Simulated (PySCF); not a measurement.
An unknown is described by computed data only.

Formula: C5H11OPS.

| Quantity | Value |
| --- | --- |
| 13C NMR | chemical shifts (computed TMS as zero) by class: 93.8 (1 C), 58.9 (1 C), 39.5 (1 C), 37.3 (1 C), 27.0 (1 C) ppm [GIAO B3LYP/pcSseg-1] |
| UV, first state | lowest singlet excitation: 5.59 eV (222 nm, f = 0.001) [TDDFT CAM-B3LYP/def2-SVPD] |
| Dipole | 4.00 D [CAM-B3LYP/def2-SVPD] |
| NMR, other nuclei | isotropic shieldings of nuclei other than C and H, by class: 277 (1 O), 258 (1 P), 696 (1 S) ppm [GIAO B3LYP/pcSseg-1] |
| Polarisability | 109.2 au [CAM-B3LYP/def2-SVPD] |
| 1H NMR | chemical shifts (computed TMS as zero) by class: 6.66 (1 H), 3.41 (3 H), 3.05 (1 H), 2.32 (1 H), 1.91 (1 H), 1.76 (1 H), 1.67 (1 H), 1.57 (1 H), 1.10 (1 H) ppm [GIAO B3LYP/pcSseg-1] |
| Valence photoelectron | vertical ionisation energy: 8.34 eV [ΔSCF CAM-B3LYP/def2-SVPD] |
| Rotational structure | rotational constants A, B, C: 1.750, 1.264, 0.843 GHz [PBE0-D3(BJ)/def2-SVP] |
| UV, strongest line | among the 10 lowest singlet transitions: S6 at 6.39 eV (194 nm, f = 0.114) [TDDFT CAM-B3LYP/def2-SVPD] |

Gas-phase values; electronic properties from PySCF, density fitting. Levels stand in brackets. The structure is a single PBE0-D3(BJ)/def2-SVP conformer in the gas phase; no vibrational or solvent corrections. NMR values are class means; diastereotopic atoms form classes of their own.

**Question.** What is the compound? Reason from the data.

**Answer.** Numbering: `[CH3:1][O:2][C@@H:3]1[CH2:4][CH2:5][CH2:6][P@H:7]1=[S:8]`. 5 carbons fall into 5 classes; from least to most shielded: ring sp3 carbon bound to oxygen [C3] (93.8 ppm), methoxy carbon [C1] (58.9 ppm), ring sp3 carbon bound to phosphorus [C6] (39.5 ppm), ring CH2 carbon [C4] (37.3 ppm), ring CH2 carbon [C5] (27.0 ppm). Hydrogen classes from least to most shielded: 1 H on a phosphorus bonded to 2 C, S and H, P7 (6.66 ppm), 3 H on a methoxy carbon, C1 (3.41 ppm), 1 H on an sp3 carbon bound to oxygen, C3 (3.05 ppm), 1 H on an sp3 carbon bound to phosphorus, C6 (2.32 ppm), 1 H on a ring CH2 carbon, C4 (1.91 ppm), 1 H on a ring CH2 carbon, C5 (1.76 ppm), 1 H on a ring CH2 carbon, C5 (1.67 ppm), 1 H on a ring CH2 carbon, C4 (1.57 ppm), 1 H on an sp3 carbon bound to phosphorus, C6 (1.10 ppm). The other shieldings belong to: 277 ppm, ether oxygen [O2]; 258 ppm, phosphorus bonded to 2 C, S and H [P7]; 696 ppm, sulfur bonded to P [S8]. The first electron is taken from the HOMO, whose largest Löwdin shares are 0.66 on the sulfur bonded to P, 0.13 on the phosphorus bonded to 2 C, S and H, 0.06 on the ether oxygen and 0.06 on the sp3 carbon bound to oxygen. The optimised geometry has point group C1 and is an asymmetric top. Structure: `CO[C@@H]1CCC[P@H]1=S`. The assignments are read from this structure; whether some other isomer fits the data as well wasn't checked. The mirror image fits equally.
